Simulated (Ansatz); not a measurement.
Start from `BOC(C)[SiH3]` and change one atom or group to get `CC([SiH3])NP`.

Ansatz, PBE0-D4/def2-TZVP geometries, multiplicity 1. Each molecule was computed in one conformer, which needn't be the lowest.

```
                               property  `BOC(C)[SiH3]`
     HOMO energy (PBE0/def2-TZVPP) / eV           -8.26
  HOMO energy (ωB97M-V/def2-TZVPP) / eV          -10.52
   HOMO–LUMO gap (PBE0/def2-TZVPP) / eV            7.80
HOMO–LUMO gap (ωB97M-V/def2-TZVPP) / eV           11.90
      LUMO energy (PBE/def2-TZVPP) / eV           -1.44
      HOMO energy (PBE/def2-TZVPP) / eV           -6.99
```

Question: Give the same properties after the change, and the shifts. (Estimate.)

Answer: The calculation gave: 
| property | `CC([SiH3])NP` | shift |
| --- | --- | --- |
| HOMO energy (PBE0/def2-TZVPP) / eV | -6.89 | 1.37 |
| HOMO energy (ωB97M-V/def2-TZVPP) / eV | -9.15 | 1.37 |
| HOMO–LUMO gap (PBE0/def2-TZVPP) / eV | 6.90 | -0.90 |
| HOMO–LUMO gap (ωB97M-V/def2-TZVPP) / eV | 10.88 | -1.02 |
| LUMO energy (PBE/def2-TZVPP) / eV | -0.87 | 0.57 |
| HOMO energy (PBE/def2-TZVPP) / eV | -5.59 | 1.40 |

With PBE0 the HOMO rises by 1.37 eV and the LUMO rises by 0.47 eV, so the gap narrows by about 0.90 eV. PBE moves the HOMO by 1.40 eV and ωB97M-V by 1.37 eV.
